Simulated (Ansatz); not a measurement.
A series at Si: from `O[SiH2][SiH2]O`, ligands are replaced one by one, each step taking up HCl and setting free H₂; n counts the steps. Ansatz, PBE0-D4/def2-TZVP geometries. Each molecule was computed in one conformer, which needn't be the lowest.

CBS adds triple-zeta CCSD(T) − MP2 to the MP2 limit, frozen cores; atoms without spin–orbit coupling. 

```tsv
n	molecule	atomization energy, CCSD(T)/CBS (kJ/mol)
0	`O[SiH2][SiH2]O`	3394.5
1	`O[SiH2][SiH](O)Cl`	3476.5
2	`O[Si@@H](Cl)[Si@@H](O)Cl`	?
3	`O[SiH](Cl)[Si](O)(Cl)Cl`	3637.2
```

Task: By hand: fit a straight line y = ȳ + b (n − n̄) to the 3 given rows and predict n = 2.

Result: n̄ = 1.333, ȳ = 3502.73; Σ(n − n̄)(y − ȳ) = 377.17, Σ(n − n̄)² = 4.667, so b = 80.82 kJ/mol a step. Prediction: 3502.73 + (80.82) × (0.667) = 3556.6 kJ/mol.

Task: By hand: compare with the computed value, 3558.9 kJ/mol, and give the steps along the whole series.

Result: The line misses by 2.3 kJ/mol (computed minus predicted). Steps: 82.0, 82.4, 78.3 kJ/mol.

The steps differ by at most 4.1 kJ/mol, 5 % of a mean step, so the ligands' effects nearly add and a line is close. The miss is 0.9 % of the series' range. The energies themselves are unsure by some kJ/mol a bond, though much of that is common to the series.
